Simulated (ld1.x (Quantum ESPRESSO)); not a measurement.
## Configuration tests for zirconium (TM)

- Element: zirconium (Zr)
- Generator: ld1.x (Quantum ESPRESSO) 7.5
- Type: norm-conserving Troullier–Martins (Kleinman–Bylander form)
- Functional: PBE
- Relativity: scalar-relativistic
- Frozen core: [Ar] 3d10
- Valence charge: 12
- Reference configuration: 4s2 4p6 4d2 5s2 5p0
- Partial waves: 4s (bound): rc 1.40 bohr; 4p (bound): rc 1.70 bohr; 4d (bound): rc 2.55 bohr
- Local potential: the d channel
- Core correction: none

Occupied shells without a wave of their own: 5s. They enter only through the test configuration that unscreens the potential.

Energies are relative to the spin-unpolarised reference configuration 4s2 4p6 4d2 5s2 5p0; without spin polarisation the order of configurations can differ from experiment.

```json
{"valence configuration": "4s2 4p6 4d2 5s1 5p0", "charge": "+1", "ΔE all-electron (eV)": "7.137", "error AE − PS (meV)": "+23"}
{"valence configuration": "4s2 4p6 4d2 5s0 5p0", "charge": "+2", "ΔE all-electron (eV)": "20.077", "error AE − PS (meV)": "+41"}
{"valence configuration": "4s2 4p6 4d1 5s0 5p0", "charge": "+3", "ΔE all-electron (eV)": "42.704", "error AE − PS (meV)": "+32"}
{"valence configuration": "4s2 4p6 4d1 5s2 5p0", "charge": "+1", "ΔE all-electron (eV)": "7.664", "error AE − PS (meV)": "+17"}
{"valence configuration": "4s1 4p6 4d2 5s2 5p0", "charge": "+1", "ΔE all-electron (eV)": "60.526", "error AE − PS (meV)": "-11"}
```

Question: What are ΔE and the potential's error for 4s2 4p6 4d0 5s0 5p0?

Answer: ΔE = 76.922 eV all-electron; the error (AE − PS) is +87 meV.

Question: What are ΔE and the potential's error for 4s2 4p5 4d2 5s2 5p0?

Answer: ΔE = 37.994 eV all-electron; the error (AE − PS) is -17 meV.

Levels in the configuration 4s1 4p6 4d2 5s2 5p0:

```csv
level,all-electron (eV),pseudo (eV)
4s,-66.987,-66.972
4p,-44.412,-44.407
4d,-13.485,-13.401
5s,-11.406,-11.397
```
